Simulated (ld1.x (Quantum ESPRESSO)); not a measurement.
I (Z = 53), TM: configuration errors across variants

| Quantity | Value |
| --- | --- |
| Element | iodine (I) |
| Generator | ld1.x (Quantum ESPRESSO) 7.5 |
| Type | norm-conserving Troullier–Martins (Kleinman–Bylander form) |
| Functional | LDA (PZ) |
| Relativity | scalar-relativistic |
| Frozen core | [Kr] 4d10 |
| Valence charge | 7 |
| Reference configuration | 5s2 5p4.75 (charge +0.25) |
| Partial waves | 5s (bound): rc 1.55 bohr; 5p (bound): rc 1.60 bohr |
| Local potential | the p channel |
| Core correction | none |

All-electron excitation energies from the reference (eV): (1) 5s2 5p5 -2.056; (2) 5s2 5p4 9.249; (3) 5s2 5p3 29.313; (4) 5s2 5p4.5 2.559; (5) 5s2 5p5.3 -3.885; (6) 5s1 5p5 20.318; (7) 5s2 5p2 58.927; (8) 5s2 5p4.75 spin -0.196; (9) 5s2 5p5 spin -2.177.

Spin tests fill each open shell by Hund’s rule, majority spin first.

1 further variants failed, have other tests or too few solved ones, and are left out.

A true bound ghost makes a file unfit for plane-wave use even where its test errors are small: the radial tests pick states by their node count and pass the ghost by.

Errors AE − PS in meV (a dash: test not solved or not reliable):

| change | (1) | (2) | (3) | (4) | (5) | (6) | (7) | (8) | (9) | bound ghosts |
| --- | --- | --- | --- | --- | --- | --- | --- | --- | --- | --- |
| base | +0.9 | +0.8 | +15 | -0.4 | +2.2 | +15 | +54 | +33 | +21 | s |
| all radii scaled by about 0.84 (s 1.30, p 1.34 bohr) | +1.5 | +8.9 | +71 | +0.4 | +4.7 | +61 | +208 | +41 | +26 | none |
| all radii scaled by about 0.88 (s 1.36, p 1.40 bohr) | +1.3 | +6.6 | +54 | +0.2 | +4.0 | +50 | +155 | +38 | +24 | none |
| all radii scaled by about 0.95 (s 1.46, p 1.52 bohr) | +1.0 | +1.9 | +22 | -0.3 | +2.6 | +22 | +71 | +33 | +21 | s |
| all radii scaled by about 1.05 (s 1.64, p 1.68 bohr) | +0.8 | -0.8 | +3.9 | -0.5 | +1.8 | +10 | +20 | +34 | +21 | s |
| all radii scaled by about 1.19 (s 1.84, p 1.90 bohr) | +0.9 | +0.7 | +18 | -0.4 | +2.2 | +10 | +74 | +35 | +22 | none |
| all radii scaled by about 1.23 (s 1.90, p 1.96 bohr) | +0.9 | +0.5 | +17 | -0.4 | +2.1 | +8.9 | +71 | +35 | +22 | none |
| all radii scaled by about 1.30 (s 2.02, p 2.08 bohr) | +0.9 | +0.6 | +18 | -0.4 | +2.1 | +6.8 | +74 | +35 | +22 | none |
| all radii scaled by about 1.39 (s 2.16, p 2.22 bohr) | +1.0 | +1.2 | +22 | -0.4 | +2.3 | +4.3 | +86 | +35 | +22 | none |

Give the same row for: all radii scaled by about 1.10 (s 1.70, p 1.76 bohr).

+1.4, +10.0, +121, +0.3, +4.1, +37, +537, +34, +22; bound ghosts: s.
